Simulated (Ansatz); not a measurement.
Species: H₂GeOCl, charge 0, doublet. H2GeOCl (SMILES [O][GeH2][Cl], doublet).
B3LYP-D3(BJ)/def2-TZVP minimum from Ansatz (an electronic-structure program):
```xyz
5

Ge    -0.0248    -0.5584     0.0115
O      1.7194    -0.6277    -0.3844
Cl    -0.7071     1.4899     0.1450
H     -0.7603    -1.2324    -1.1519
H     -0.1817    -1.2054     1.3920
```
Charge 0, spin multiplicity 2.

Property: atomisation energy (electronic, to ground-state atoms), in kcal/mol. Radicals and triplets start from unrestricted determinants; spin-orbit coupling is neglected. Cores are frozen in correlated methods (noble-gas shells, and filled d and f shells in the p block). No relativity. CBS(X,Y): correlation extrapolated as X^-3, Hartree-Fock from the larger set. A bracket is a step between two methods taken in the basis named. Double hybrids freeze cores in their MP2 part. Where a partner has so few electrons that a lower coupled-cluster level is exact, that level stands in.

CCSD(T)/CBS(def2-TZVPP,def2-QZVPP) + [CCSDT(Q) - CCSD(T)]/def2-SVP (Ansatz) gives 309.9 kcal/mol.

What does PBE/def2-TZVPD (Ansatz) give here, and how do the other levels compare?

PBE gives 311.5 kcal/mol, 1.6 kcal/mol above it. Differences of the others: r2SCAN/def2-TZVPD (Ansatz) 3.6; B2PLYP/def2-TZVPD (Ansatz) -8.6; CCSD(T)/CBS(def2-TZVPP,def2-QZVPP) (Ansatz) -0.7 kcal/mol.
